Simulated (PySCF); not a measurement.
## Working out the ionisation energy of In

In [Kr] 4d10 5s2 5p1 (2P) → In⁺ [Kr] 4d10 5s2 (1S). All numbers are calculated (PySCF 2.14, a scalar-relativistic core potential, in cc-pVTZ-PP with ECP28MDF). Frozen: 4s2 4p6 4d10. Energies in hartree (1 hartree = 27.21139 eV):

| part | In (lower) | In⁺ (upper) |
| --- | --- | --- |
| UHF | -189.210330 | -189.018751 |
| CCSD correlation | -0.041445 | -0.032692 |
| (T) | -0.000745 | 0.000000 |

Question: What does Hartree-Fock give?

Answer: (-189.018751) − (-189.210330) = 0.191579 hartree = 5.213 eV.

Question: What do CCSD and CCSD(T) give?

Answer: The CCSD correlation energies differ by 0.008753 hartree = 0.238 eV and the triples by 0.000745 hartree = 0.020 eV, so CCSD gives 5.451 eV and CCSD(T) 5.471 eV.

Measured between the centres of the two terms (NIST): 5.603 eV, so CCSD(T) (valence) is off by -0.132 eV.

What remains against the reference includes basis incompleteness, the frozen core and higher excitations.
